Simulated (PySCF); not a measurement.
# What a mistake does to a calculation on BC3H8

These are calculations, not measurements. They come from PySCF 2.14.0, an open-source quantum chemistry program, on an isolated molecule that a program drew, which may never have been made. The molecule is BC3H8 (charge 0, doublet), drawn as the SMILES string `[CH2]BCC`.

Each row is a Hartree-Fock (HF) and frozen-core CCSD(T) single point in the cc-pVDZ basis, meant for a local HF minimum. Run 1 is clean. Each other run has one planted mistake out of seven kinds, and not every kind appears here: one electron removed, one electron added, multiplicity raised by two, geometry at a saddle point, minimal basis STO-3G, one bond length entered in bohr, all coordinates scaled. The reference is restricted for singlets and unrestricted otherwise, and also for a bond in bohr. Adding or removing an electron swaps singlet and doublet. Electrons count all cores. HOMO and LUMO are orbital energies over both spins, the gradient is its largest component, and the lowest frequency (negative if imaginary) is given only where the gradient is small. Bond lengths are over the 11 bonds as drawn. T1 is the CCSD diagnostic: over 0.02 (restricted) or 0.045 (unrestricted) a single reference is doubtful.

Geometry of the clean run:
```xyz
12
BC3H8, angstrom
C     0.0208   -0.5633    2.8095
B     0.7547   -1.7418    2.1298
C     1.7775   -1.5964    0.9296
C     2.0792   -0.1965    0.3899
H     0.1504    0.4745    2.5153
H    -0.6749   -0.7081    3.6309
H     0.5342   -2.8546    2.5403
H     1.4073   -2.2405    0.1191
H     2.7093   -2.0872    1.2451
H     2.7963   -0.2288   -0.4339
H     1.1752    0.2922    0.0160
H     2.5021    0.4490    1.1647
```

```
run,electrons,basis functions,<S^2>,HOMO (eV),LUMO (eV),gradient (hartree/bohr),lowest frequency (cm^-1),mean bond (Å),longest bond (Å),T1,HF (hartree),CCSD(T) (hartree),mistake
1,31,96,0.757,-10.72,1.38,4.3e-05,105,1.2289,1.584,0.0099,-142.91733,-143.48070,no fault
2,32,96,0.000,-1.18,9.34,6.2e-02,-,1.2289,1.584,0.0124,-142.90400,-143.51945,one electron added
3,31,96,0.756,-10.84,1.37,4.3e-02,-,1.1699,1.508,0.0093,-142.89061,-143.44516,?
4,31,96,1.456,-10.56,1.36,2.1e-02,-,1.3173,2.066,0.0546,-142.79183,-143.35274,?
```

**Which mistake was planted in run 3, and what did it cost?**

The mean and the longest bond both change by the same factor, 0.952, and the gradient is no longer small. So the mistake is: all coordinates scaled. Subtracting run 1 and multiplying by 627.51 kcal/mol a hartree, the energy moved by 16.8 kcal/mol in HF and 22.3 kcal/mol in CCSD(T).

**Which mistake was planted in run 4, and what did it cost?**

The mean bond changes by a factor of 1.072 and the longest by 1.304, so the molecule wasn't scaled as a whole. A length L in bohr read as angstrom grows by (1/0.5292 - 1) L = 0.890 L. The 11 bonds together grew by 11 x 0.0884 = 0.972 Å, which gives L = 1.093 Å. That is the length of one of the C-H bonds, 1.094 Å in the clean geometry. So the mistake is: one bond length entered in bohr. Subtracting run 1 and multiplying by 627.51 kcal/mol a hartree, the energy moved by 78.8 kcal/mol in HF and 80.3 kcal/mol in CCSD(T).

Cautions from the logs. Run 4: T1 is over the limit, so its CCSD(T) energy is less reliable.
